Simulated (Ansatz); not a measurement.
Input file for Ansatz (an electronic-structure program): R-CCSD(T)/cc-pV(D+d)Z on ClH2NSi (SMILES N[Si]Cl), a point of a torsion scan. Files ending in .json are basis or fitting sets from the Basis Set Exchange.

Ansatz 0.2 input:
```yaml
crystal:
  periodic: [false, false, false]
  atoms:
    - {symbol: N, position_ang: [-0.67898005, -0.05357296, 0.04428416]}
    - {symbol: Si, position_ang: [0.83173552, -0.69948903, 0.50359580]}
    - {symbol: Cl, position_ang: [0.52631751, -2.66238355, -0.13791004]}
    - {symbol: H, position_ang: [-0.93500954, 0.90824303, 0.18981320]}
    - {symbol: H, position_ang: [-1.41529776, -0.58550124, -0.40164582]}
basis:
  gaussian:
    orbitals: cc-pV_D+d_Z.json
magnetization: {spin_polarized: false}
correlation: {method: ccsd_t, electrons: outside_noble_gas}
scf: {lower_state_search: off}
```

The head of its log:

```
WARN ansatz: RAYON_NUM_THREADS=1 ignored (pool sized by the plan → 1); use --threads N
Functional definition: HF
these checks for a lower state are left out or cut short: stability, starts, cluster_reference, orbital_swaps, neighbouring_geometries, increment
integrals: 0.05 GiB planned
719 factors; integrals over basis functions are off by at most 1.3e-3 eV
mean field: 0.16 GiB planned
mean field evaluation 1: about -21878.9665 eV, gradient 2.9e1 eV
mean field evaluation 2: about -21879.0001 eV, gradient 2.9e1 eV
mean field evaluation 4: about -21881.0380 eV, gradient 2.4e0 eV
mean field evaluation 8: about -21881.0682 eV, gradient 1.7e-1 eV
mean field -21881.06852265 eV, -804.1144366864 hartree, gradient 1.4e-6 eV, S^2 0.000000; 0 other end points of the search recorded, 0 dependent functions left out
11 core orbitals not correlated
reference -21881.06852265 eV, -804.1144366864 hartree; 9, 9 occupied and 50, 50 virtual orbitals, 719 factors
```

What total energy does the run end on?

-804.5503 hartree (reference determinant -804.1144, T1 diagnostic 0.014).
